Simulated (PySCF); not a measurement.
B3LYP has the VWN-RPA correlation part, as in Gaussian. 

Z-matrix (Å, degrees):
```
Ta
O 1 1.7499
O 1 1.9165 2 107.49
C 3 1.4090 1 143.99 2 1.18
H 4 1.1125 3 110.01 1 -122.96
H 4 1.1125 5 108.09 3 120.22
H 4 1.1134 5 108.48 6 117.42
O 1 1.9168 2 107.33 3 -119.79
C 8 1.4090 1 143.72 2 0.09
H 9 1.1125 8 110.07 1 -119.09
H 9 1.1125 10 108.10 8 120.18
H 9 1.1135 10 108.48 11 117.44
O 1 1.9171 2 107.23 8 -120.26
C 13 1.4091 1 143.56 2 -0.52
H 14 1.1124 13 110.06 1 120.71
H 14 1.1125 15 108.10 13 -120.20
H 14 1.1135 15 108.48 16 -117.43
```
Charge 0, spin multiplicity 1.

Question: What is the computed LUMO, charge on the central atom (Mulliken), HOMO–LUMO gap, HOMO, dipole moment and total energy (B3LYP-D3(BJ)/def2-TZVP // BP86-D3(BJ)/def2-SVP run with PySCF)?

Answer: 
| Quantity | Value |
|---|---|
| LUMO | -0.18 eV |
| charge on the central atom (Mulliken) | 1.47 e |
| HOMO–LUMO gap | 7.76 eV |
| HOMO | -7.94 eV |
| dipole moment | 1.33 D |
| total energy | -478.0977 Ha |
